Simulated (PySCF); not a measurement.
C₂H₄BBr, SMILES C=CBBr (PBE0/def2-SVP optimised geometry):

```
8

B     -1.196     0.546     0.000
H     -1.848     1.558     0.000
Br    -2.206    -1.081     0.000
C      0.348     0.546     0.000
C      1.111    -0.560     0.003
H      0.856     1.518    -0.002
H      2.206    -0.516     0.003
H      0.658    -1.558     0.006
```

Computed with PBE0/def2-TZVP in PySCF 2.14.0.

Task: What are the frontier orbital energies and the dipole moment?

Result: HOMO-2 -9.34 eV, HOMO-1 -8.24 eV, HOMO -8.07 eV, LUMO -2.34 eV, LUMO+1 1.04 eV; dipole moment 1.79 D.

On the same geometry PySCF 2.14.0 with PBE/def2-TZVP gives HOMO-2 -8.14 eV, HOMO-1 -7.15 eV, HOMO -6.79 eV, LUMO -3.25 eV, LUMO+1 -0.06 eV; dipole moment 1.70 D.

Meta-Löwdin charges at PBE0/def2-TZVP: B1 0.03, H2 0.02, Br3 -0.07, C4 -0.22, C5 -0.16, H6 0.13, H7 0.13, H8 0.13.
